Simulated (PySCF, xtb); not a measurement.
AlF₄, SMILES [F][Al-]([F])([F])[F], charge -1.

xtb with GFN2-xTB at its own geometry gives an orbital gap of 12.54 eV.

Geometry optimised at PBE0-D3(BJ)/def2-SVPD. The isomer is the one that the SMILES or the coordinates give; other isomers of the formula were not compared.

Question: What does HF/def2-SVPD run with PySCF give? (Estimate from the structure and the level; the computed values follow.)

Answer: gap 16.07 eV (levels -11.07 and 5.00 eV).
